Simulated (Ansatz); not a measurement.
Consider the hydrogenolysis of a C–Sn bond: `CC1=N[CH]1[SnH3]` + H₂ → `CC1=NC1` + `[SnH4]`.

Gas-phase electronic energies from Ansatz, PBE0-D4/def2-TZVP geometries. CBS: MP2 limit from def2 TZ/QZ plus the TZ coupled-cluster correction, frozen cores. This one scheme is used for every species. Functionals use def2-TZVPP. B3LYP here is the variant with VWN-RPA as its local correlation; programs differ in this. Elements past krypton have def2 core potentials. For Sn outer-core shells are correlated without core-valence functions, which leaves a few kJ/mol of doubt a bond.

```json
{"level": "B97M-V", "ΔE (kJ/mol)": "-60.5", "difference from CCSD(T)/CBS": "-21.1"}
{"level": "PBE0-D4", "ΔE (kJ/mol)": "-50.5", "difference from CCSD(T)/CBS": "-11.1"}
{"level": "B3LYP-D4", "ΔE (kJ/mol)": "-47.8", "difference from CCSD(T)/CBS": "-8.4"}
{"level": "r2SCAN0-D4", "ΔE (kJ/mol)": "-52.7", "difference from CCSD(T)/CBS": "-13.3"}
{"level": "PBE", "ΔE (kJ/mol)": "-50.6", "difference from CCSD(T)/CBS": "-11.2"}
{"level": "revPBE", "ΔE (kJ/mol)": "-51.4", "difference from CCSD(T)/CBS": "-12.0"}
{"level": "BLYP", "ΔE (kJ/mol)": "-54.7", "difference from CCSD(T)/CBS": "-15.3"}
{"level": "PBE0", "ΔE (kJ/mol)": "-57.1", "difference from CCSD(T)/CBS": "-17.7"}
{"level": "LC-ωPBE", "ΔE (kJ/mol)": "-60.3", "difference from CCSD(T)/CBS": "-20.9"}
{"level": "MP2/def2-SVP", "ΔE (kJ/mol)": "-50.3", "difference from CCSD(T)/CBS": "-10.9"}
{"level": "MP2/def2-TZVPP", "ΔE (kJ/mol)": "-35.5", "difference from CCSD(T)/CBS": "3.9"}
{"level": "SCS-MP2/def2-TZVPP", "ΔE (kJ/mol)": "-42.9", "difference from CCSD(T)/CBS": "-3.5"}
{"level": "HF/def2-QZVPP", "ΔE (kJ/mol)": "-78.8", "difference from CCSD(T)/CBS": "-39.4"}
{"level": "MP2/def2-QZVPP", "ΔE (kJ/mol)": "-31.5", "difference from CCSD(T)/CBS": "7.9"}
{"level": "SCS-MP2/def2-QZVPP", "ΔE (kJ/mol)": "-39.4", "difference from CCSD(T)/CBS": "0.0"}
{"level": "CCSD/CBS(def2)", "ΔE (kJ/mol)": "-46.6", "difference from CCSD(T)/CBS": "-7.2"}
{"level": "CCSD(T)/CBS", "ΔE (kJ/mol)": "-39.4", "difference from CCSD(T)/CBS": "0"}
```

(1) What do rigid-rotor, harmonic-oscillator terms from PBE0-D4/def2-TZVP frequencies (298.15 K, 1 bar) make of the CCSD(T)/CBS value? (An estimate is asked.)

Largest T1 diagnostic among the species: 0.013.

Answers

(1) Computed: ΔZPE = +16.9 kJ/mol, ΔH = -28.0 kJ/mol, ΔS = 10 J/(mol·K), ΔG = -31.0 kJ/mol. Modes under 50 cm⁻¹ make the entropy rough.

From BLYP to BHLYP (50 % exact exchange), in def2-TZVPP and without D4, ΔE moves by −12.2 kJ/mol. The D4 term adds +11.8 kJ/mol with B3LYP and +6.7 kJ/mol with PBE0; it sums over pairs of atoms, weighted by their polarisabilities, and B3LYP, whose exchange is more repulsive, gets the larger term. In def2-TZVPP, CCSD(T) changes the Hartree–Fock value by +33.3 kJ/mol (the triples alone add +7.2 kJ/mol) and MP2 by +43.8 kJ/mol.
